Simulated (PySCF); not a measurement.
Ga(Br)(OH)(NH2) (BrGaH3NO), SMILES [NH2][Ga]([OH])[Br]. Atoms are numbered in the order given.

```xyz
7

Ga    -0.7248     0.1343     0.2096
Br     1.4523    -0.2821    -0.4195
O     -1.3692    -0.5711     1.7148
H     -0.7298    -1.1104     2.1975
N     -1.7740     1.2136    -0.7791
H     -2.7620     1.3357    -0.5870
H     -1.4999     1.5605    -1.6905
```

Geometry: B3LYP-D3(BJ)/def2-SVP. The structure was generated by enumeration; whether it is a known compound was not checked. Other conformers were not sampled.

Two levels are set side by side: PBE/pcSseg-1 (PySCF) and HF/pcSseg-1 (PySCF). GIAO shifts against H2O (¹⁷O), NH3 (¹⁵N), TMS (¹H) at the same level; non-relativistic, no solvent, atoms listed together averaged. Without spin–orbit terms, shifts of atoms bonded to Cl or Br come out too high at both levels. Differences are taken from unrounded values.

| quantity | PBE |
|---|---|
| δ(¹⁷O) of O3 (ppm) | 87.8 |
| δ(¹H) of H4 (ppm) | 2.49 |
| δ(¹⁵N) of N5 (ppm) | 41.3 |

Question: These are the PBE values. What does HF give? (An estimate is asked for; the answer gives what the named calculation found.)

Answer: 
| quantity | HF | PBE minus HF |
|---|---|---|
| δ(¹⁷O) of O3 (ppm) | 20.9 | 66.9 |
| δ(¹H) of H4 (ppm) | 1.96 | 0.54 |
| δ(¹⁵N) of N5 (ppm) | 10.4 | 30.9 |

Rough cost on one machine, each run with all the roots and properties that it gave: HF against PBE within a factor of 2.
